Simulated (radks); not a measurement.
Ti I, 22 electrons, occupied as [Ar] 3d2 4s2 (the NIST ground configuration).

Method: scalar-relativistic Kohn-Sham, exchange-only LDA, spin-unpolarised, spherical densities, finite nucleus; Fermi nuclear charge, rms radius 3.5921 fm; computed with a radial shooting solver on a logarithmic mesh with Libxc functionals.

Energy parts (eV):
part                  energy
total             -23128.302
kinetic            23343.259
electron-nucleus  -55116.141
Hartree             9684.533
exchange           -1039.954

Orbitals (lengths in bohr, moments of r in powers of bohr; r(90%) holds 90 % of the orbital's charge):
| orbital | occ. | eigenvalue (eV) | <r> | <r^4> | r(90%) | <1/r> |
|---|---|---|---|---|---|---|
| 1s | 2 | -4853.803 | 0.06973 | 0.0001100 | 0.125 | 21.76 |
| 2s | 2 | -533.8490 | 0.3260 | 0.02783 | 0.507 | 4.533 |
| 2p | 6 | -442.3147 | 0.2905 | 0.02236 | 0.478 | 4.444 |
| 3s | 2 | -60.9885 | 1.010 | 2.267 | 1.52 | 1.397 |
| 3p | 6 | -37.5300 | 1.089 | 3.493 | 1.68 | 1.264 |
| 4s | 2 | -3.7209 | 3.568 | 375.7 | 5.43 | 0.3665 |
| 3d | 2 | -3.3146 | 1.647 | 43.74 | 2.96 | 0.8563 |

The highest occupied level is 3d at -3.315 eV. The electron density at the nucleus is 8489 e/bohr^3 (large components only). The density falls to 0.001 e/bohr^3 at r = 4.88 bohr.
